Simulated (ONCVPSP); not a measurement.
gadolinium (Gd): ONCV pseudisation with PW91, scalar-relativistic reference atom.

ONCVPSP 4.0.1 input, shortened (lines: element, Z, core and valence counts, functional; n l f; lmax; l rc ep ncon nbas qcut; lloc lpopt rc5 dvloc0; l nproj debl; icmod fcfact rcfact), PW91, scalar-relativistic:

```
  Gd 64.00    9    4  -109134      upf
    1    0    2.00
    2    0    2.00
    2    1    6.00
    3    0    2.00
    3    1    6.00
    3    2   10.00
    4    0    2.00
    4    1    6.00
    4    2   10.00
    4    3    7.00
    5    0    2.00
    5    1    6.00
    5    2    1.00
    3
    0    2.25    0.00    4    7    4.00
    1    1.85    0.00    4    9    7.10
    2    2.05    0.00    4    7    4.90
    3    0.70    0.00    4    7   17.10
    3    5    0.70    0.00
    0    1    1.10
    1    2    1.30
    2    2    0.80
    3    0    0.80
    0    0.00    0.00
```

In the p channel the program set the typed energies aside and used -1.509, 0.250 Ha.

(1) Estimate the cutoffs (Ha) at which the residual kinetic energy of the hardest occupied pseudo-wave falls to 1 and 0.1 mHa per electron.

(2) What does a ghost test show?

(3) Which valence shell sets the plane-wave cutoff?

(4) Tests: 4f7 5s2 5p6 5d1 6s2; 4f7 5s2 5p6 5d1 6s1; 4f7 5s2 5p6 5d0; 4f7 5s1 5p6 5d1 6s2. Which has the largest error in its energy relative to the reference configuration, and how large is it?

Results:

(1) 396 Ha and 511 Ha.

(2) Ghosts flagged at negative energy: s at -1189.2 eV, s at -196.7 eV, p at -666.4 eV, d at -228.5 eV; GHOST(+) flagged for p at 195.1 eV. A true bound ghost makes a file unfit for plane-wave use.

(3) 4f: 396 Ha for 1 mHa per electron, against 17 Ha for 5p.

(4) 4f7 5s1 5p6 5d1 6s2, with +1020 meV (all-electron minus pseudo) on +36.57 eV.
